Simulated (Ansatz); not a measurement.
Basis sets compared for MoN(OH)3 (MoNO₃H₃). Charge 0, multiplicity 1. Geometry B3LYP-D4/def2-SVP. Ansatz on 4 threads of Arm Neoverse V2 on a shared host; times are rough, and most runs start from earlier orbitals.

```xyz
8

Mo    0.0379   -0.0097    0.0066
N    -1.5260    0.3907   -0.2674
O     0.0556   -1.8512    0.4190
H    -0.7483   -2.3876    0.4435
O     0.6177    1.0529    1.4545
H     0.0410    1.6898    1.8975
O     0.9768    0.3759   -1.5843
H     0.5453    0.7392   -2.3694
```

In the def2 sets Mo takes a core potential; there is no spin–orbit coupling. The restricted singlet is unstable towards broken spin symmetry in Hartree–Fock (as tested in another run); at PBE-D4/def2-SVP, PBE-D4/def2-TZVPD, r2SCAN-D4/def2-TZVP, r2SCAN-D4/def2-TZVPD and others this wasn't settled.

Binding counts from free atoms (Mo septet, N quartet, O triplet, H doublet) in the same basis, without a counterpoise term.

```json
{"level": "PBE-D4/def2-SVP", "functions": "102", "energy (Eh)": "-350.1034", "HOMO (eV)": "-6.84", "LUMO (eV)": "-2.17", "binding per atom (eV)": "4.41", "wall time": "0.9 s"}
{"level": "PBE-D4/def2-TZVP", "functions": "182", "energy (Eh)": "-350.4666", "HOMO (eV)": "-6.99", "LUMO (eV)": "-2.37", "binding per atom (eV)": "4.36", "wall time": "1.6 s"}
{"level": "r2SCAN-D4/def2-TZVP (with forces)", "functions": "182", "energy (Eh)": "-350.6187", "HOMO (eV)": "-7.35", "LUMO (eV)": "-2.32", "binding per atom (eV)": "4.11", "wall time": "3.7 s"}
{"level": "PBE0-D4/def2-SVP", "functions": "102", "energy (Eh)": "-350.0231", "HOMO (eV)": "-8.52", "LUMO (eV)": "-1.44", "binding per atom (eV)": "4.04", "wall time": "1.2 s"}
{"level": "PBE0-D4/def2-TZVP", "functions": "182", "energy (Eh)": "-350.3860", "HOMO (eV)": "-8.60", "LUMO (eV)": "-1.58", "binding per atom (eV)": "4.01", "wall time": "2.1 s"}
```

**Question.** Estimate the rows for PBE-D4/def2-TZVPD, r2SCAN-D4/def2-TZVPD, PBE0-D4/def2-TZVPD.

**Answer.** 
```csv
level,functions,energy (Eh),HOMO (eV),LUMO (eV),binding per atom (eV),wall time
PBE-D4/def2-TZVPD,224,-350.4714,-7.05,-2.45,4.37,2.7 s
r2SCAN-D4/def2-TZVPD,224,-350.6227,-7.37,-2.36,4.12,4.3 s
PBE0-D4/def2-TZVPD,224,-350.3904,-8.63,-1.64,4.02,3.1 s
```
